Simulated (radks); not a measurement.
The nuclear charge of the dysprosium ion Dy2+ is varied continuously with 64 electrons held in [Xe] 4f10. Calculated with a radial shooting solver on a logarithmic mesh with Libxc functionals: Dirac Kohn-Sham, PBE, spin-unpolarised, spherical densities, finite nucleus; open shells fill j = l - 1/2 first; Fermi nuclear charge, rms radius 5.2218 fm. By the Hellmann-Feynman theorem dE/dZ = E(electron-nucleus)/Z, the electronic potential at the nucleus (averaged over a nucleus of fixed radius).

| Z | E (hartree) | E(electron-nucleus)/Z (hartree) | HOMO | e(HOMO) (eV) | <r> HOMO (bohr) |
|---|---|---|---|---|---|
| 65 | -11717.6422 | -443.747 | 4f7/2 | -3.238 | 1.065 |
| 65.1 | -11762.0687 | -444.782 | 4f7/2 | -4.221 | 1.030 |
| 65.2 | -11806.5985 | -445.814 | 4f7/2 | -5.315 | 1.002 |
| 65.3 | -11851.2314 | -446.844 | 4f7/2 | -6.501 | 0.9793 |
| 65.4 | -11895.9673 | -447.873 | 4f7/2 | -7.764 | 0.9599 |
| 65.5 | -11940.8060 | -448.901 | 4f7/2 | -9.095 | 0.9428 |
| 65.6 | -11985.7475 | -449.928 | 4f7/2 | -10.487 | 0.9275 |
| 65.7 | -12030.7917 | -450.955 | 4f7/2 | -11.932 | 0.9136 |
| 65.8 | -12075.9385 | -451.981 | 4f7/2 | -13.428 | 0.9007 |
| 65.9 | -12121.1879 | -453.007 | 4f7/2 | -14.971 | 0.8888 |
| 66 | -12166.5400 | -454.033 | 4f7/2 | -16.557 | 0.8777 |
| 66.1 | -12211.9946 | -455.059 | 4f7/2 | -18.185 | 0.8672 |
| 66.2 | -12257.5519 | -456.085 | 4f7/2 | -19.853 | 0.8573 |
| 66.3 | -12303.2117 | -457.112 | 4f7/2 | -21.559 | 0.8479 |
| 66.4 | -12348.9742 | -458.138 | 4f7/2 | -23.301 | 0.8390 |
| 66.5 | -12394.8393 | -459.164 | 4f7/2 | -25.078 | 0.8304 |
| 66.6 | -12440.8070 | -460.191 | 4f7/2 | -26.890 | 0.8222 |
| 66.7 | -12486.8775 | -461.218 | 4f7/2 | -28.735 | 0.8144 |
| 66.8 | -12533.0507 | -462.246 | 4f7/2 | -30.613 | 0.8068 |
| 66.9 | -12579.3266 | -463.273 | 4f7/2 | -32.522 | 0.7995 |
| 67 | -12625.7054 | -464.301 | 4f7/2 | -34.462 | 0.7925 |

The central difference of E at Z = 66 is -454.033 hartree, to compare with the third column; the second derivative is -10.3 hartree.
